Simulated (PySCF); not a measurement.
Molecule: (CH3)3CCHF2, C5H10F2.

Geometry:
```csv
atom,x (Å),y (Å),z (Å)
C1,-1.034,-0.703,-1.074
C2,-0.175,0.029,-0.043
C3,0.994,0.740,-0.725
C4,0.341,-0.945,1.016
C5,-1.026,1.082,0.655
F6,-2.084,0.511,1.279
F7,-1.523,1.972,-0.237
H8,-0.436,-1.467,-1.594
H9,-1.887,-1.204,-0.592
H10,-1.428,-0.004,-1.826
H11,0.638,1.463,-1.472
H12,1.616,1.282,0.005
H13,1.639,0.008,-1.234
H14,0.985,-1.706,0.550
H15,-0.489,-1.459,1.522
H16,0.939,-0.426,1.783
H17,-0.451,1.647,1.412
```

Geometry PBE0-D3(BJ)/def2-SVP throughout; GIAO in PySCF 2.14, gas phase, one conformer, non-relativistic; equivalent atoms averaged; functional PBE0.

For orientation, def2-TZVP gives these absolute shieldings σ: C5 61.4, C2 149.5, C1/C3/C4 162.9, F6/F7 319.5, H17 26.18, H8/H9/H10/H11/H12/H13/H14/H15/H16 30.58 ppm.

A run gave: C5 64.6, C2 149.2, C1/C3/C4 163.6, F6/F7 320.2, H17 26.18, H8/H9/H10/H11/H12/H13/H14/H15/H16 30.62 ppm (absolute shieldings σ).

**Question.** Which basis set was used in that run?
A. pcSseg-1
B. def2-SVP
C. STO-3G
D. 6-311+G(2d,p)

**Answer.** D. C5 tells them apart best: 6-311+G(2d,p) gives 64.6, def2-SVP gives 74.1, STO-3G gives 146.8, pcSseg-1 gives 60.2 ppm.
